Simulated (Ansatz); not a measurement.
A made-up structure of CHSiZn, doublet:

```
4
angstrom
Si 0.0041 0.8697 -0.1410
C 0.0799 -0.5087 0.1496
Zn 0.8308 -1.6439 0.9501
H -0.9149 1.2829 -0.9586
```

It is relaxed with PBE-D4/def2-SVP and then PBE0-D4/def2-TZVP (Ansatz 0.2.0). Atoms count as bonded within 1.22 times the sum of their covalent radii (H–H: 0.88 Å). The end point is not checked to be a true minimum.

Q: Does its bonding change? (Judge from chemistry; the calculation decides.)

A: By the calculation: No: no bond forms or breaks.

Where it ends: The first stage lowers the energy by 4.23 eV in 14 steps. It ends as CHSiZn ([SiH][C][Zn]):
```tsv
atom	x (Å)	y (Å)	z (Å)
Si1	-0.0908	0.9888	-0.2376
C2	0.1388	-0.5915	0.2111
Zn3	1.0313	-2.0244	1.1765
H4	-1.0793	1.6271	-1.1500
```

Labels in which every atom is bracketed show which atoms are joined, not bond orders.

For scale, one of the runs: PBE0-D4/def2-TZVP relaxation, 122 basis functions, launched by `ansatz run in.yaml --threads 2 --pin off --events-out ev --progress --plain --max-ram 4352MiB`. Hardware: 2 CPU threads of an Arm Neoverse V2, shared host. Wall time about 75 s.
